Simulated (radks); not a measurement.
Values are calculated unless marked as measured or tabulated.
Spherical quantum dot in the effective-mass picture: electrons in a parabolic well V = omega^2 r^2 / 2 with omega = 0.162, with a point charge +2 (a donor) at the centre, all in effective atomic units (hartree* = m*/eps^2 hartree, bohr* = eps/m* bohr), one dielectric constant everywhere. Level of theory: non-relativistic Kohn-Sham, exchange-only LDA, spin-polarised, spherical densities (a radial shooting solver with Libxc functionals). Levels are named by radial order and angular momentum (1s, 1p, 1d, 2s, ...), and open shells are averaged over m.

N = 38, configuration 1s2 1p6 1d10 2s2 1f14 2p(up 3, down 0) 3s(up 1, down 0). This is the lowest configuration that the search found. Occupied levels:

| level | occupation | eigenvalue (hartree*) | <r> (bohr*) |
|---|---|---|---|
| 1s up | 1 | 4.2544 | 1.010 |
| 1s down | 1 | 4.2717 | 0.9749 |
| 2s up | 1 | 4.6896 | 6.752 |
| 2s down | 1 | 4.7093 | 7.704 |
| 1p up | 3 | 4.7135 | 7.300 |
| 1p down | 3 | 4.7288 | 8.067 |
| 1d up | 5 | 4.7560 | 8.466 |
| 1d down | 5 | 4.7637 | 8.678 |
| 3s up | 1 | 4.7862 | 7.432 |
| 1f up | 7 | 4.8017 | 9.115 |
| 1f down | 7 | 4.8072 | 9.155 |
| 2p up | 3 | 4.8092 | 7.112 |

Energy (hartree*): total 101.347, kinetic 6.3420, external 19.723, Hartree 80.828, exchange-correlation -5.5457.
